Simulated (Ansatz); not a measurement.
The same path of C₂H₃BClFS (9 atoms, charge 0, multiplicity 1) was run twice with different band settings.

Computed with RKS r2SCANh-D4/def2-SVP in Ansatz 0.2.0.

Relaxed end points:

```xyz
9
Properties=species:S:1:pos:R:3
C -0.061 -1.640 -0.120
C 0.264 -0.556 0.596
F 0.795 -0.725 1.818
B 0.084 0.929 0.144
S -0.634 1.280 -1.467
Cl 0.595 2.218 1.222
H 0.102 -2.644 0.275
H -0.492 -1.531 -1.115
H -0.564 2.623 -1.369
```

```xyz
9
Properties=species:S:1:pos:R:3
C -0.159 -1.387 -0.201
C 0.362 -0.396 0.533
F 1.158 -0.715 1.567
B 0.074 1.135 0.376
S -0.481 1.914 -1.141
Cl 0.268 2.172 1.779
H 0.055 -2.431 0.037
H -0.828 -1.168 -1.032
H -0.360 0.829 -1.934
```

Common settings: movable images 7; climbing image yes; spring 5.0 eV/Å²; optimiser quadratic models (default); force threshold 0.03 eV/Å; end points relaxed.

| run | start path | iteration limit |
| --- | --- | --- |
| 1 | through a guess of the saddle point | 29 |
| 2 | straight line | 47 |

(1) What does each run give, and how far can it be trusted?

Answers

(1) Run 1: converged after 9 iterations, highest image 0.517 eV above the first end. A vibrational analysis at the climbing image gives one clearly imaginary mode, 415i cm⁻¹: a first-order saddle point.
Run 2: converged after 6 iterations, highest image 0.517 eV above the first end. Another band between the same ends (7 images) ends at a top of the same energy, where a vibrational analysis finds 1 clearly imaginary mode.
